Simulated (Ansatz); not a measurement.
Frontier orbitals of H$_{6}$In$_{2}$O$_{2}$ (`[OH+]1[InH2-][OH+][InH2-]1`).

The species carries charge 0 and has multiplicity 1. Correlated methods include outer-core shells of In, which these sets cover unevenly. In takes the def2 core potential. Geometry: relaxed with PBE0-D4/def2-TZVP. Basis def2-TZVPP, Ansatz 0.2.0.

Orbital energies of one run (eV). Highest occupied ones, from the top: -10.26, -10.70, -11.06, -11.94, -12.03, -12.49, -13.28, -15.35, -15.56, -17.07, -23.43, -23.44, -23.46, -23.47. Empty: 0.67, 1.53, 1.75, 1.91, 2.46, 2.51.

(1) Which functional gave them?
A. r2SCANh
B. B97M-V
C. ωB97X-V
D. B3LYP

## Answers

(1) C. HOMO energies: ωB97X-V -10.26, r2SCANh -7.36, B97M-V -7.01, B3LYP -7.69 eV.

B3LYP here is the variant with VWN-RPA as its local correlation; programs differ in this.
